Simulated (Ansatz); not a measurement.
Consider the substitution at a C–Si bond: `N=C(S)[SiH2]O` + `C=N` → `C=NC(=N)S` + silanol.

Program: Ansatz. Geometries: PBE0-D4/def2-TZVP. ΔE: electronic, gas phase. CCSD(T)/CBS is the MP2 limit (def2-TZVPP, def2-QZVPP) plus CCSD(T) − MP2 in def2-TZVPP, frozen cores. This one scheme is used for every species. Functionals use def2-TZVPP. B3LYP here is the variant with VWN-RPA as its local correlation; programs differ in this. Each species was taken in one conformer, which may not be the lowest.

`N=C(S)[SiH2]O`:

```xyz
10

N    -0.746   -0.213    1.485
C    -0.636   -0.359    0.228
S    -1.789   -1.249   -0.765
Si    0.898    0.476   -0.516
O     1.655    1.159    0.759
H    -1.567   -0.657    1.898
H    -1.167   -1.064   -1.941
H     1.732   -0.552   -1.191
H     0.466    1.475   -1.527
H     1.155    0.985    1.571
```

`C=N`:

```xyz
5

C    -0.270    0.174   -0.222
N     0.163   -0.789    0.467
H     0.272    1.109   -0.403
H    -1.256    0.089   -0.682
H     1.092   -0.583    0.839
```

`C=NC(=N)S`:

Cartesian coordinates in Å:
```
C -0.406 1.242 1.010
N 0.473 0.864 0.187
C 0.340 -0.380 -0.450
N 0.372 -0.545 -1.700
S 0.187 -1.740 0.670
H -1.282 0.642 1.278
H -0.296 2.219 1.478
H 0.503 0.353 -2.164
H 0.109 -2.656 -0.308
```

`O[SiH3]`:

Z-matrix (Å, degrees):
```
Si
O 1 1.648
H 1 1.489 2 111.7
H 1 1.489 2 111.7 3 120.9
H 1 1.481 2 105.9 3 -119.6
H 2 0.957 1 117.9 3 -60.5
```

Question: Is it downhill or uphill in electronic energy at CCSD(T)/CBS, and by how much? (Estimate.)

Answer: Computed: Uphill: ΔE = +32.9 kJ/mol.

Question: What do these levels give: PBE-D4, r2SCAN-D4, B3LYP-D4, ωB97X-V, ωB97M-V, B2PLYP, PBE, r2SCAN, PBE0, B3LYP, CCSD/def2-TZVPP, CCSD(T)/def2-TZVPP? (Best estimate.)

Answer: The calculation gave: PBE-D4 28.1, r2SCAN-D4 26.9, B3LYP-D4 28.0, ωB97X-V 25.4, ωB97M-V 30.3, B2PLYP 26.9, PBE 26.6, r2SCAN 26.5, PBE0 25.8, B3LYP 25.5, CCSD/def2-TZVPP 30.2, CCSD(T)/def2-TZVPP 30.5 kJ/mol.

Largest T1 diagnostic among the species: 0.015.

In def2-TZVPP, CCSD(T) changes the Hartree–Fock value by +10.7 kJ/mol (the triples alone add +0.3 kJ/mol) and MP2 by +7.1 kJ/mol.
